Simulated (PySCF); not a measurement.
**Charge-transfer reorganisation: `CC(C)(C)/C=N/N`, C₅H₁₂N₂**

Geometry:
| atom | x (Å) | y (Å) | z (Å) |
| --- | --- | --- | --- |
| C1 | -1.441 | -0.569 | 1.041 |
| C2 | -0.514 | -0.066 | -0.089 |
| C3 | -1.273 | 0.977 | -0.941 |
| C4 | -0.078 | -1.245 | -0.973 |
| C5 | 0.686 | 0.615 | 0.543 |
| N6 | 1.890 | 0.271 | 0.305 |
| N7 | 2.913 | 0.981 | 0.847 |
| H8 | -1.756 | 0.260 | 1.703 |
| H9 | -0.932 | -1.326 | 1.665 |
| H10 | -2.355 | -1.029 | 0.622 |
| H11 | -2.182 | 0.532 | -1.386 |
| H12 | -0.637 | 1.355 | -1.762 |
| H13 | -1.588 | 1.844 | -0.330 |
| H14 | 0.470 | -2.002 | -0.386 |
| H15 | 0.594 | -0.909 | -1.780 |
| H16 | -0.962 | -1.728 | -1.428 |
| H17 | 0.462 | 1.462 | 1.229 |
| H18 | 2.697 | 1.508 | 1.702 |
| H19 | 3.755 | 0.419 | 0.933 |

Method used: UKS B3LYP/def2-SV(P) four-point reorganisation energy, gas phase (PySCF 2.14.0). Geometry: B3LYP/def2-SV(P).

The conformer changes in this relaxation, which adds to the reorganisation energy.

**Question.** What is the inner reorganisation energy for hole transfer, with the ionisation energy?

**Answer.** λ = 0.615 (surface of the oxidised species) + 1.341 (surface of the starting species) = 1.956 eV. The ionisation energy is 8.47 eV vertical and 7.85 eV adiabatic without zero-point energy; at the relaxed geometry of the oxidised species the two energies differ by 6.51 eV. Largest bond changes: N6–N7 1.358 → 1.309 Å, C2–C5 1.517 → 1.497 Å, N7–H19 1.016 → 1.028 Å, C2–C3 1.546 → 1.554 Å, C1–C2 1.546 → 1.553 Å. ⟨S²⟩ of the relaxed oxidised species 0.755.
